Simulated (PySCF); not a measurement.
# Reading the logs of faulty runs: ClH2NOSi

These are calculations, not measurements. They come from PySCF 2.14.0, an open-source quantum chemistry program, on an isolated molecule that a program drew, which may never have been made. The molecule is ClH2NOSi (charge 0, singlet), drawn as the SMILES string `N=[Si](O)Cl`.

Each row is a Hartree-Fock (HF) and frozen-core CCSD(T) single point in the cc-pV(D+d)Z basis, meant for a local HF minimum. Run 1 is clean. Each other run has one planted mistake out of seven kinds, and not every kind appears here: one electron removed, one electron added, multiplicity raised by two, geometry at a saddle point, minimal basis STO-3G, one bond length entered in bohr, all coordinates scaled. The reference is restricted for singlets and unrestricted otherwise, and also for a bond in bohr. Adding or removing an electron swaps singlet and doublet. Electrons count all cores. HOMO and LUMO are orbital energies over both spins, the gradient is its largest component, and the lowest frequency (negative if imaginary) is given only where the gradient is small. Bond lengths are over the 5 bonds as drawn. T1 is the CCSD diagnostic: over 0.02 (restricted) or 0.045 (unrestricted) a single reference is doubtful.

Geometry of the clean run:
```xyz
6
ClH2NOSi, angstrom
N    -0.4854   -1.3579   -2.4653
Si   -0.1541   -0.2619   -1.4201
O    -1.0282    0.9541   -0.8224
Cl    1.6760   -0.2062   -0.5471
H    -1.3538   -1.4713   -2.9502
H    -0.6637    1.5430   -0.1771
```

| run | electrons | basis functions | <S^2> | HOMO (eV) | LUMO (eV) | gradient (hartree/bohr) | lowest frequency (cm^-1) | mean bond (Å) | longest bond (Å) | T1 | HF (hartree) | CCSD(T) (hartree) | mistake |
|---|---|---|---|---|---|---|---|---|---|---|---|---|---|
| 1 | 48 | 84 | 0.000 | -10.38 | 3.16 | 2.9e-05 | 273 | 1.4278 | 2.028 | 0.0146 | -878.98753 | -879.60951 | no fault |
| 2 | 47 | 84 | 0.756 | -18.70 | -7.00 | 1.2e-01 | - | 1.4278 | 2.028 | 0.0178 | -878.68271 | -879.25924 | one electron removed |
| 3 | 48 | 84 | 2.009 | -5.38 | 0.11 | 2.1e-01 | - | 1.4278 | 2.028 | 0.0636 | -878.84457 | -879.42564 | multiplicity raised by two |
| 4 | 48 | 30 | 0.000 | -7.51 | 7.35 | 4.1e-02 | - | 1.4278 | 2.028 | 0.0177 | -868.89721 | -869.07384 | minimal basis STO-3G |
| 5 | 49 | 84 | 0.767 | 1.61 | 9.00 | 9.1e-02 | - | 1.4278 | 2.028 | 0.0658 | -878.89689 | -879.53494 | ? |
| 6 | 48 | 84 | 0.825 | -10.14 | 2.06 | 4.4e-02 | - | 1.6059 | 2.028 | 0.0566 | -878.84965 | -879.46217 | ? |

**Which mistake was planted in run 5, and what did it cost?**

It counts 49 electrons, one more than the clean run, at the same geometry and basis. So the mistake is: one electron added. Subtracting run 1 and multiplying by 627.51 kcal/mol a hartree, the energy moved by 56.9 kcal/mol in HF and 46.8 kcal/mol in CCSD(T).

**Which mistake was planted in run 6, and what did it cost?**

The mean bond changes by a factor of 1.125 and the longest by 1.000, so the molecule wasn't scaled as a whole. A length L in bohr read as angstrom grows by (1/0.5292 - 1) L = 0.890 L. The 5 bonds together grew by 5 x 0.1781 = 0.891 Å, which gives L = 1.001 Å. That is bond N1-H5, 1.001 Å in the clean geometry. So the mistake is: one bond length entered in bohr. Subtracting run 1 and multiplying by 627.51 kcal/mol a hartree, the energy moved by 86.5 kcal/mol in HF and 92.5 kcal/mol in CCSD(T).

Cautions from the logs. Run 3: T1 is over the limit, so its CCSD(T) energy is less reliable; run 5: T1 is over the limit, so its CCSD(T) energy is less reliable and the HOMO is above zero, so the electron isn't bound and the energy depends on the basis; run 6: T1 is over the limit, so its CCSD(T) energy is less reliable.
